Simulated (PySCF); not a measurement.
This script is equivalent to a calculation on Ag⁺ (silver, charge +1).

```python
from pyscf import gto, scf, dft, mp, cc
import basis_set_exchange as bse
mol = gto.M(atom="Ag 0 0 0", charge=1, spin=0, symmetry="D2h",
            basis=gto.basis.parse(bse.get_basis("x2c-TZVPall", elements=["Ag"], fmt="nwchem", header=False)),
            nucmod="G")
mf = dft.UKS(mol, xc="TPSS").sfx2c1e()
mf.irrep_nelec = {'Ag': (8, 8), 'B1g': (2, 2), 'B2g': (2, 2), 'B3g': (2, 2), 'B1u': (3, 3), 'B2u': (3, 3), 'B3u': (3, 3)}
mf.kernel()
```

(1) What total energy does it give?

(2) Which occupied shell lies highest, and where?

Results:

(1) -5314.89 hartree (calculated).

(2) 4d, at -15.534 eV.
